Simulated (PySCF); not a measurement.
## Electronic absorption of C3H6F2GeO2

Species: C3H6F2GeO2.
SMILES: `F[CH](F)[GeH]1[O]CC[O]1`

Level of theory: TDDFT B3LYP/def2-SVPD, vertical, gas phase, core orbitals frozen in the response in PySCF 2.14.0, density-fitted response routines. Geometry: PBE0-D3(BJ)/def2-SVP, one conformer, isolated molecule. Relativistic effects, spin–orbit coupling among them, are left out although an element past zinc is present.

```
state  E (eV)  ν̃ (cm⁻¹)       f   main configurations (H = HOMO, L = LUMO)
   S1    6.18      49820  0.0032                                  H→L (96%)
   S2    6.21      50100  0.0083                                H-1→L (95%)
   S3    6.90      55630  0.0001                   H→L+1 (62%), H→L+2 (26%)
   S4    7.03      56670  0.0007               H-1→L+1 (74%), H-1→L+2 (10%)
   S5    7.08      57090  0.0058                   H→L+2 (61%), H→L+1 (30%)
   S6    7.24      58370   0.024                                H-2→L (95%)
   S7    7.38      59500   0.055  H-1→L+2 (59%), H→L+3 (23%), H-1→L+3 (10%)
   S8    7.43      59920   0.051                 H→L+3 (56%), H-1→L+2 (27%)
   S9    7.47      60270   0.040                  H-1→L+3 (79%), H→L+3 (9%)
  S10    7.64      61590   0.015                                H-3→L (93%)
```

Triplets (Tamm–Dancoff): T1 5.86 eV, H-1→L (76%), H→L (17%); T2 5.95 eV, H→L (75%), H-1→L (17%); T3 6.59 eV, H-1→L+2 (35%), H→L+2 (30%), H→L+1 (13%); T4 6.67 eV, H-1→L+1 (35%), H-1→L+2 (21%), H→L+1 (20%).

The lowest singlet comes at 201 nm (596 kJ/mol) in the ultraviolet; it is very weak; its leading configuration is HOMO→LUMO (96%). The most intense listed level is S7 at 7.38 eV (168 nm, f = 0.055), 1.20 eV above S1. Löwdin shares by element: HOMO oxygen 60%, carbon 22% or more (atoms not listed hold the other 18%); LUMO germanium 37%, oxygen 12% or more, carbon 12% or more, hydrogen 12% or more (atoms not listed hold the other 27%). Weighted by f, the mean energy of these states is 7.33 eV. Orbital energies (eV): HOMO-3 -9.30, HOMO-2 -8.81, HOMO-1 -7.91, HOMO -7.79, LUMO -0.59, LUMO+1 0.15, LUMO+2 0.27. Of the 10 states listed, 5 reach f = 0.01 and 1 stays under 0.0005. No computed singlet lies in the visible range (380 to 750 nm); the lowest, at 201 nm, stands 2.91 eV above its violet end (3.26 eV). The vertical ionisation energy (ΔSCF) is 9.98 eV, 2.34 eV above S10. Singlets were solved by full linear response, triplets in the Tamm–Dancoff approximation.
